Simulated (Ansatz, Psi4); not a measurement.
Ansatz (an electronic-structure program) was given this input:
Ansatz 0.2 input:
```yaml
crystal:
  periodic: [false, false, false]
  atoms:
    - {symbol: C, position_ang: [-0.06860000, 0.01030000, 0.00720000]}
    - {symbol: F, position_ang: [1.27240000, -0.19110000, -0.13290000]}
    - {symbol: H, position_ang: [-0.32610000, -0.14440000, 1.05580000]}
    - {symbol: H, position_ang: [-0.29090000, 1.03300000, -0.30030000]}
    - {symbol: H, position_ang: [-0.58680000, -0.70780000, -0.62980000]}
basis:
  gaussian:
    orbitals: 6-311G__.json
hamiltonian:
  xc: hf
total_charge: -1
magnetization: {spin_polarized: true, initial_magnetization: 1}
accuracy: high
```
The basis file holds 6-311G** in the JSON format of the Basis Set Exchange.

Convert this to an input for Psi4.

Several could match; the one computed here: 
```
memory 2 GB

molecule mol {
-1 2
  C    -0.068600    0.010300    0.007200
  F     1.272400   -0.191100   -0.132900
  H    -0.326100   -0.144400    1.055800
  H    -0.290900    1.033000   -0.300300
  H    -0.586800   -0.707800   -0.629800
}

set basis 6-311g**
set reference uhf
set scf_type pk
set puream true
set d_convergence 1e-8

energy('scf')
print_variables()
```

Both were run: Ansatz gave -138.924552 Eh and Psi4 -138.924552 Eh, 0.000 mEh apart.
